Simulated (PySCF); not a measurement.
# Electron correlation in Tm⁶⁴⁺ (thulium, charge +64)

Starting occupation: [He] 2s2 2p1, 2p1/2 with m_j = +1/2. Computed with PySCF 2.14 in an uncontracted even-tempered set (17 s from 48 bohr⁻², ratio 2.4; 13 p from 62 bohr⁻², ratio 2.4; 5 d from 200 bohr⁻², ratio 2.6; 4 f from 300 bohr⁻², ratio 2.6), with X2C-1e with screened-nucleus spin-orbit coupling, Gaussian nucleus. Frozen: nothing; 5 electrons correlated; the 30 highest virtual spinors left out.

MP2 pair energies summed by pair of shells (mhartree):

```
       pair  energy  share (%)
2s1/2-2s1/2  -99.57       43.3
1s1/2-1s1/2  -58.16       25.3
2p1/2-2s1/2  -37.97       16.5
1s1/2-2s1/2  -21.63        9.4
1s1/2-2p1/2  -12.50        5.4
```

Total MP2 correlation energy: -229.82 mhartree.

At this charge the one-electron X2C treatment keeps the bare 1/r₁₂, with no two-electron picture change or Breit term. That inflates the 1s pair energies well beyond their four-component values.
